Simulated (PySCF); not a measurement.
**Titanium: a sound run and one with changed settings**

Sound run: Ti⁺ [Ar] 3d2 4s1, Ti²⁺ [Ar] 3d2. All numbers are calculated (PySCF 2.14, the spin-free X2C one-electron Hamiltonian (Gaussian nucleus), in jorge-DZP-DKH). In the sound run the correlated levels freeze [Ar]. The sound run starts from symmetry-adapted Hartree-Fock orbitals and uses a fine grid where one is needed.

Changed run: the non-relativistic Hamiltonian (point nucleus). This setting is unsound on purpose.

| species | method | sound run (hartree) | changed run (hartree) | converged |
| --- | --- | --- | --- | --- |
| Ti⁺ | UHF | -852.51355 | -847.28490 | yes |
| Ti⁺ | M06-L | -853.36875 | -848.12708 | yes |
| Ti⁺ | PBE0 | -853.24842 | -848.00287 | yes |
| Ti⁺ | MP2 | -852.52053 | -847.29178 | yes |
| Ti²⁺ | UHF | -852.03891 | -846.81428 | yes |
| Ti²⁺ | M06-L | -852.89497 | -847.65768 | yes |
| Ti²⁺ | PBE0 | -852.74328 | -847.50201 | yes |
| Ti²⁺ | MP2 | -852.04132 | -846.81664 | yes |

Ionisation energy of Ti⁺:

| method | sound run (eV) | changed run (eV) |
| --- | --- | --- |
| UHF | 12.916 | 12.806 |
| M06-L | 12.892 | 12.773 |
| PBE0 | 13.746 | 13.629 |
| MP2 | 13.040 | 12.929 |
| SCS-MP2 | 12.957 | 12.847 |

Most of the change in total energy is the relativistic energy itself. On top of that the contraction fixes the core shape for the Hamiltonian it was made with, so the changed run is not a good calculation with the other Hamiltonian either.

For comparison, NIST gives 13.575 eV between the lowest levels.
